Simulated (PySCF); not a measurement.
InEt2Me, C₅H₁₃In.
Bonds: In1–C2, In1–C9, In1–C16, C2–C3, C9–C10. Hydrogens: H4, H5 on C2; H6, H7, H8 on C3; H11, H12 on C9; H13, H14, H15 on C10; H17, H18, H19 on C16.

Computed by this run: PySCF, PBE0-D3(BJ)/def2-SVP geometry optimisation, gas phase, def2 core potentials past Kr; density fitting, grid level 1; the optimiser is geomeTRIC in internal coordinates, started from a GFN2-xTB structure with every atom displaced at random (about 0.03 Å).

Geometry at step 2:
```
atom  x, y, z in Å
In1    -0.1836   -0.3897    0.0075
C2      2.0052   -0.3868   -0.0463
C3      2.5857   -0.3695    1.3663
H4      2.3664    0.4785   -0.6211
H5      2.3466   -1.2848   -0.5868
H6      3.6902   -0.3501    1.3662
H7      2.2664    0.5193    1.9374
H8      2.2947   -1.2596    1.9511
C9     -1.3068    1.4939    0.0584
C10    -1.7458    1.8877   -1.3513
H11    -0.6691    2.2766    0.5006
H12    -2.1829    1.3571    0.7130
H13    -2.3304    2.8229   -1.3647
H14    -0.8882    2.0481   -2.0277
H15    -2.3863    1.1209   -1.8181
C16    -1.3310   -2.2418    0.0127
H17    -1.5146   -2.5573   -1.0273
H18    -2.3034   -2.1182    0.5094
H19    -0.7762   -3.0539    0.5053
```

Problem. Give the atomic forces at this geometry.

Solution. 
| atom | Fx (eV/Å) | Fy (eV/Å) | Fz (eV/Å) |
| --- | --- | --- | --- |
| In1 | -0.075 | 0.052 | 0.030 |
| C2 | 0.019 | -0.176 | 0.052 |
| C3 | 0.088 | 0.030 | 0.047 |
| H4 | -0.045 | 0.092 | -0.026 |
| H5 | -0.007 | -0.004 | 0.001 |
| H6 | 0.005 | -0.012 | -0.034 |
| H7 | -0.024 | -0.041 | 0.011 |
| H8 | -0.030 | 0.054 | -0.014 |
| C9 | 0.093 | -0.089 | -0.125 |
| C10 | -0.014 | 0.037 | -0.002 |
| H11 | -0.073 | 0.011 | 0.025 |
| H12 | 0.028 | 0.051 | 0.020 |
| H13 | -0.018 | 0.065 | 0.018 |
| H14 | -0.021 | -0.015 | 0.020 |
| H15 | 0.013 | -0.025 | -0.006 |
| C16 | 0.103 | -0.062 | -0.032 |
| H17 | -0.024 | 0.011 | -0.013 |
| H18 | -0.017 | 0.030 | 0.006 |
| H19 | -0.001 | -0.011 | 0.023 |

The largest, 0.18 eV/Å, acts on C2 (C9 within 3 % of it); the rms over all components is 0.050 eV/Å. The forces sum to zero within rounding, as they must for an isolated molecule in no field.

Problem. Give the force on C2 in Eh/bohr and in nN.

Solution. 0.184 eV/Å ÷ 51.422 = 0.00358 Eh/bohr, and 0.184 eV/Å × 1.602 = 0.30 nN.

Problem. How far is this geometry from the end of the optimisation?

Solution. 0.008 eV above it, and 0.044 Å rms away after alignment. The bonds farthest from their final lengths, with half the difference of the two atoms' forces along the bond (positive lengthens):

```tsv
bond	now (Å)	final (Å)	force along bond (eV/Å)
In1–C2	2.189	2.192	+0.05
C2–H4	1.100	1.103	+0.12
In1–C9	2.194	2.192	-0.11
C10–H13	1.103	1.105	+0.01
```

The angle farthest from its final value is In1–C9–C10, 110.3° against 113.1°.

What follows is the cost of the whole optimisation. The run took 92 s of wall time on Arm Neoverse V2, one thread, shared host with 96 logical CPUs at a one-minute load of 36, and the process peaked at 0.63 GiB of memory.
